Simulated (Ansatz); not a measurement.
A structure relaxed at PBE-D4/def2-SVP in Ansatz, charge 0, singlet:

Cartesian coordinates in Å:
```
Mo -0.088 -0.044 -2.151
Cu -1.656 -1.219 -0.483
Cu 0.465 -0.235 0.352
Cu 2.286 -0.304 -1.298
Cu -1.417 1.325 -0.475
Cu 0.143 1.911 1.424
Cu -2.535 0.124 -2.359
Cu 0.567 -2.183 -1.052
Cu 2.360 0.977 1.047
Cu -1.529 0.050 1.691
Cu 1.055 1.815 -0.900
Cu 0.761 -0.138 2.688
Cu -0.413 -2.079 1.518
```

Task: Give its formula.

Result: Cu12Mo.

Task: Summarise the bond lengths by kind (pairs closer than 1.2 times the sum of covalent radii, bridged metal pairs left out).

Result: 32 × Cu–Cu 2.35 to 2.75 Å; 7 × Cu–Mo 2.46 to 2.57 Å.

In the def2 sets Mo takes a core potential; there is no spin–orbit coupling. Single mean-field runs in def2-SVP are fitted with def2-universal-jkfit. The restricted singlet is unstable towards broken spin symmetry in Hartree–Fock (as tested in another run); at PBE-D4/def2-SVP this wasn't settled. An occupied level lies above an empty one. The structure comes from a short search, and lower isomers may exist.
